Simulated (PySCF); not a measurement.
UHF on Ca (calcium, neutral)

Configuration: [Ar] 4s2, closed-shell 1S. Calculation: PySCF 2.14, in x2c-TZVPall (6s5p3d, 36 functions); the spin-free X2C one-electron Hamiltonian (Gaussian nucleus).

```
Total energy                        : -679.620198 hartree
One-electron energy                 : -930.3305 hartree
Hartree (Coulomb) energy            : 286.1589 hartree
Exchange energy                     : -35.4486 hartree
⟨S²⟩                                : 0.0000
⟨L²⟩                                : 0.000
Sum of ⟨r⟩                          : 21.18 bohr
Sum of ⟨r²⟩                         : 56.15 bohr²
Langevin diamagnetic susceptibility : -44.5 ×10⁻⁶ cm³/mol
Time after the integrals            : 0.05 s of wall time on 1 thread of Neoverse-V2 (shared host)
```

| shell | electrons | mean orbital energy (eV) | rms radius, mean of both spins (bohr) |
| --- | --- | --- | --- |
| 1s | 2 | -4084.7 | 0.0888 |
| 2s | 2 | -461.57 | 0.393 |
| 2p | 6 | -371.05 | 0.362 |
| 3s | 2 | -61.539 | 1.24 |
| 3p | 6 | -36.431 | 1.38 |
| 4s | 2 | -5.341 | 4.50 |

Densities and radii are taken from the X2C orbitals without a picture-change correction, which distorts them close to the nucleus.
